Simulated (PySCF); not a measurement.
Ho(OH)3(NH3) at several levels of theory

Computed with PySCF 2.14.0 (density fitting, no spin-orbit coupling) at the geometry relaxed with PBE0:

```xyz
11
Ho(OH)3(NH3) (singlet in the valence; each metal's 4f electrons, 10 of them, lie in its core potential, out of spins and levels)
Ho    0.1530   -0.1979    0.2477
O     1.1722    1.3080    1.2001
H     1.6901    1.9376    1.6968
O    -1.4078   -1.1003    1.2302
H    -2.0575   -1.5674    1.7514
O     1.1109   -1.2391   -1.2397
H     1.6104   -1.7660   -1.8594
N    -1.2303    1.2537   -1.2329
H    -1.8264    1.8827   -0.6940
H    -0.6558    1.8354   -1.8437
H    -1.8433    0.7021   -1.8340
```

```
level                                                              basis    state  HOMO (eV)  gap (eV)  charge on Ho1 (e)  population of f-type functions on Ho1 (polarisation alone where 4f lies in the core)  dipole about the centre of mass (D)  largest force component (eV/Å)
 PBE0      Ho lcecp-1-SVP with ECP56, O def2-SVP, H def2-SVP, N def2-SVP  singlet      -6.98      6.84               0.89                                                                                  0.08                                 4.21                            0.02
   HF                                                           the same  singlet     -11.32     13.27               1.44                                                                                  0.08                                 4.27                            1.10
 PBE0  Ho lcecp-1-TZVP with ECP56, O def2-TZVP, H def2-TZVP, N def2-TZVP  singlet      -7.25      6.86               1.56                                                                                  0.09                                 4.22                            0.22
```

In the lcecp rows the 4f levels are missing from HOMO and gap, and the state counts the valence alone.

Charges are Mulliken's, which hang on the basis. The relaxation used the grid (50, 194), these runs (75, 302) or, all-electron (x2c bases, spin-free X2C Hamiltonian), (99, 590).

Task: What does revPBE with Ho lcecp-1-SVP with ECP56, O def2-SVP, H def2-SVP, N def2-SVP give here?

Result: state singlet, HOMO (eV) -5.23, gap (eV) 4.44, charge on Ho1 (e) 0.69, population of f-type functions on Ho1 (polarisation alone where 4f lies in the core) 0.08, dipole about the centre of mass (D) 4.15, largest force component (eV/Å) 0.39. Time: 9 s on 2 threads of Arm Neoverse V1, with other jobs on the host, from an already converged density.

In the first row's basis the gap widens with exact exchange: 4.4 eV for revPBE (none); 6.8 eV for PBE0 (a fixed share); 13.3 eV for Hartree–Fock (rising or full at long range).

No frequency check is given that shows the relaxed geometry to be a minimum. An lcecp potential fixes the number of 4f electrons, so in runs with it no electron can move into or out of that shell.
